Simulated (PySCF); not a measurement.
**Computed properties of CH3Si, SMILES C[Si]**

CH3Si, SMILES C[Si] (connectivity only; charge and spin as stated), charge +1, multiplicity 1. Geometry optimised at r2SCAN-D4/def2-TZVP. The multiplicity is an assumed one; other spin states were not compared. The isomer is the one that the SMILES or the coordinates give; other isomers of the formula were not compared. One conformer was computed; it need not be the lowest. All values are computed for the isolated molecule unless a solvent is named; none is compared with measurement here.

**Structure.** The optimised structure has C3v symmetry. All 9 harmonic modes at r2SCAN-D4/def2-TZVP (PySCF) are real, so it is a minimum.

**Vibrations.** The strongest infrared lines (harmonic, unscaled, degenerate partners summed) lie at 1229 cm⁻¹ (98 km/mol, H 77 %, C 23 %), 2954 cm⁻¹ (90 km/mol, H 97 %), 1326 cm⁻¹ (73 km/mol, H 95 %). The softest mode is at 428 cm⁻¹ and the zero-point energy is 20.8 kcal/mol.

**Electronic structure.** M06-2X/def2-TZVPD (PySCF) places the frontier levels at -15.44 and -8.28 eV, a gap of 7.16 eV and a mean polarisability of 32.3 bohr³. PBE/def2-TZVPD (PySCF) at the same geometry gives -13.21 and -10.15 eV, so its gap is 4.10 eV narrower. An orbital gap is neither the optical nor the fundamental gap.

**Excitations.** TDA-ωB97X/def2-TZVPD (PySCF) has S1 at 3.79 eV (327 nm, f = 0.072, bright); the most intense of the 10 singlets computed lies at 9.36 eV (f = 0.48). Strengths of degenerate partners are summed. T1 (TDA) is at 2.46 eV, 1.33 eV under S1. TDA-PBE/def2-TZVPD (PySCF) puts S1 at 3.68 eV. No vertical singlet excitation falls in the visible range (under 3.1 eV).

**NMR.** GIAO shifts at PBE0/pcSseg-2 (PySCF) (non-relativistic, atoms alike by connectivity averaged): ¹³C at 80.0 ppm against TMS; ¹H at 3.2 ppm against TMS; ²⁹Si at 830.0 ppm against TMS.

**Solvation.** SMD-PBE0/def2-SVP (PySCF) gives -63.7 kcal/mol in water, -31.8 kcal/mol in n-hexane, -63.1 kcal/mol in 2-propanol (1 M in both phases, gas-phase geometry); of these solvents water holds the molecule best.
